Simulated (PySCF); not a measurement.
RhO₃, doublet: structure and spectrum

All numbers come from PySCF, UPBE0, basis Rh def2-SVP with ECP28, O def2-SVP (scalar-relativistic core potentials, no spin–orbit coupling, density fitting).

The structure is a minimum.

```xyz
4
charge 0 multiplicity 2, angstrom
Rh    0.0000    0.0000   -0.0451
O     0.0000    0.0000    1.7002
O     1.5294    0.0000   -0.7029
O    -1.5294    0.0000   -0.7029
```

```
Point group                                                                   : C2v
Bond lengths                                                                  : Rh–O 1.665 Å (×2), Rh–O 1.745 Å
Bond angles                                                                   : O–Rh–O 113.3° (×2), O–Rh–O 133.5°
Entropy at 298.15 K and 1 bar (electronic part: spin only)                    : 299.3 J/(mol K)
Lowest empty level (α)                                                        : -5.79 eV
Rotational symmetry number                                                    : 2
Dipole moment                                                                 : 0.56 D
Principal polarisabilities                                                    : 22.6, 40.8, 46.0 bohr³
Highest occupied level (α)                                                    : -9.21 eV
Atomisation energy without zero-point energy                                  : 1016 kJ/mol
Enthalpy at 298.15 K above 0 K                                                : 14.20 kJ/mol
Zero-point energy                                                             : 20.6 kJ/mol
Principal quadrupole moments (Buckingham, traceless) about the centre of mass : -3.24, -1.45, 4.69 D Å
Heat capacity Cp at 298.15 K                                                  : 61.9 J/(mol K)
Rotational constants                                                          : 0.2708, 0.2253, 0.123 cm⁻¹
Spin squared ⟨S²⟩                                                             : 0.763
```

Harmonic modes (masses in u: Rh 102.906, O 15.995):
```json
{"symmetry": "b1", "ω (cm⁻¹)": "192", "IR (km/mol)": "10.8", "μ (u)": "21.78", "type": "bend"}
{"symmetry": "b2", "ω (cm⁻¹)": "285", "IR (km/mol)": "1.6", "μ (u)": "17.59", "type": "bend"}
{"symmetry": "a1", "ω (cm⁻¹)": "288", "IR (km/mol)": "4.2", "μ (u)": "18.42", "type": "bend"}
{"symmetry": "a1", "ω (cm⁻¹)": "722", "IR (km/mol)": "16.7", "μ (u)": "18.13", "type": "stretch"}
{"symmetry": "a1", "ω (cm⁻¹)": "964", "IR (km/mol)": "25.3", "μ (u)": "16.31", "type": "stretch"}
{"symmetry": "b2", "ω (cm⁻¹)": "991", "IR (km/mol)": "162", "μ (u)": "19.43", "type": "stretch"}
```

In C2v the vibrations span b1 + 2b2 + 3a1. Here b1 is antisymmetric to the molecular plane and b2 lies in it.

Charges (e):
```
atom  Mulliken  Löwdin  polar tensor  spin (Mulliken)  Mayer order to Rh1
 Rh1      0.91    0.11          1.21             0.18                   –
  O2     -0.27   -0.03         -0.23             0.82                1.45
O3,4     -0.32   -0.04         -0.49             0.00                1.74
```
Other Mayer orders above 0.3: O–O 0.45.

Mulliken populations on Rh1 (electrons outside its core potential): s 2.43, p 6.45, d 7.17, f 0.04.

Formally Rh is in oxidation state +6, d3, with 1 unpaired electron (the high-spin count would be 3). The Mulliken spin on Rh is 0.18, so most of the spin sits on the ligands and the formal count fails. The polar-tensor charge on Rh, 1.21, is far below the formal one.

Other isomers or separated fragments may lie lower. With open d or f shells other occupations or spin states may lie lower. At this level a doublet minimum of C2v symmetry lies 18 kJ/mol below this structure.

The final relaxation and frequency run took about 6 core-minutes on a shared host.
